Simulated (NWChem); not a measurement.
CH4OSi, singlet; SMILES C[Si]O

```xyz
7

Si     0.6239     0.1532    -0.0015
C     -0.4257    -1.4440     0.0042
H     -0.2195    -2.0225    -0.9245
H     -1.5147    -1.2446     0.0732
H     -0.1142    -2.1016     0.8457
O     -0.6627     1.2657     0.0006
H     -0.3375     2.1860    -0.0075
```
Atoms are numbered in this order, from 1.

All runs: NWChem. Low-valent species are run as closed-shell singlets; no triplet was tried in these runs. Coordinates come from a PBE-D3(BJ)/def2-SVP optimisation. Level: PBE/def2-SVP with SMD (1 M gas to 1 M solution), gas-phase geometry. Reactions with the solvent are ignored.

| solvent | dielectric constant | solvation free energy (kcal/mol) | cavity-dispersion-structure term (kcal/mol) | dipole in solution (D) |
|---|---|---|---|---|
| water | 78.4 | -3.6 | 2.0 | 0.62 |
| methanol | 32.6 | -5.1 | 0.4 | 0.62 |
| 1-octanol | 9.86 | -4.5 | 0.3 | 0.63 |
| diethyl ether | 4.24 | -3.8 | -1.4 | 0.58 |
| tetrahydrofuran | 7.43 | -3.6 | -0.9 | 0.59 |
